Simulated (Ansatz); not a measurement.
Ansatz (a program for electronic structure) input:
A basis named .json is the Basis Set Exchange file of that set.

Ansatz 0.2 input:
```yaml
crystal:
  periodic: [false, false, false]
  atoms:
    - {symbol: Si, position_ang: [-0.08348845, -0.10047289, -0.00088421]}
    - {symbol: O, position_ang: [1.36084082, -0.24268385, -0.87370246]}
    - {symbol: O, position_ang: [0.41620700, 0.73220340, 1.40249596]}
    - {symbol: O, position_ang: [-0.96318865, 1.16324922, -0.70152484]}
    - {symbol: N, position_ang: [-0.74447018, -1.59465664, 0.08998593]}
    - {symbol: H, position_ang: [1.32007676, -1.11363041, -1.28179897]}
    - {symbol: H, position_ang: [0.86965930, 0.11909558, 1.98649764]}
    - {symbol: H, position_ang: [-0.63205310, 2.01109172, -0.39113332]}
    - {symbol: H, position_ang: [-1.68842655, -1.66949031, 0.45076296]}
basis:
  gaussian:
    orbitals: cc-pV_D+d_Z.json
total_charge: -1
magnetization: {spin_polarized: false}
correlation: {method: ccsd_t, electrons: outside_noble_gas}
```

Q: Predict the final energy.

A: -571.33733 Eh (CCSD(T)/cc-pV(D+d)Z). The basis has 99 functions.

It need not be the lowest isomer of its formula. Whether it binds its extra electron was not tested at this geometry.
